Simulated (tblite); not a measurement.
Compound: C8H6O (charge +1 and doublet state).
Cartesian coordinates in Å at the GFN2-xTB level; atoms count from 1:
```
atom  x, y, z in Å
C1     4.063    0.264   -0.264
C2     2.865    0.092   -0.240
C3     1.498   -0.167   -0.247
C4     1.059   -1.509   -0.723
O5     1.722   -2.487   -0.826
C6     0.546    0.739    0.159
C7    -0.813    0.564    0.034
C8    -2.031    0.493   -0.063
C9    -3.436    0.389   -0.170
H10    5.104    0.432   -0.251
H11   -0.020   -1.475   -0.997
H12    0.873    1.639    0.672
H13   -3.767   -0.591    0.190
H14   -3.740    0.461   -1.218
H15   -3.929    1.164    0.418
```

Level: GFN2-xTB in tblite, geometry and Hessian alike; calculated harmonic values, unscaled, isolated species. Against measured fundamentals such values can be off by several per cent, at times by over 20. One conformer, not necessarily the lowest. Open shells enter through the occupations alone, without spin polarisation, and single modes of such species can be off by tens of per cent. The optimisation stopped once no atom felt more than 0.01 eV/Å.

Lowest wavenumbers of the output (negative numbers stand for imaginary wavenumbers):
```
mode    cm-1
  1     -39.4
  2      66.3
  3      74.0
  4     103.2
  5     127.4
  6     204.4
  7     211.1
  8     292.3
  9     302.4
 10     382.4
 11     418.2
 12     440.3
 13     468.8
 14     610.0
 15     660.3
```

**Question.** Is this structure a minimum?

**Answer.** Not by this Hessian. 1 mode is imaginary beyond 20i (39i cm⁻¹), so at this level the point lies at or near a first-order saddle. The curvature is small, so loose convergence or finite differences may be the whole cause.

**Question.** Which atoms move in the imaginary mode?

**Answer.** 39i: H13 (hydrogen on carbon) 35 %, H14 (hydrogen on carbon) 33 %, H15 (hydrogen on carbon) 29 %. These are shares of the mass-weighted motion.

**Question.** What is the remedy?

**Answer.** Step along that mode in both directions, optimise again with tighter thresholds and repeat the frequencies. The zero-point energy of this point (63.9 kcal/mol) counts the 38 real modes alone, and thermal corrections from it aren't those of a minimum.
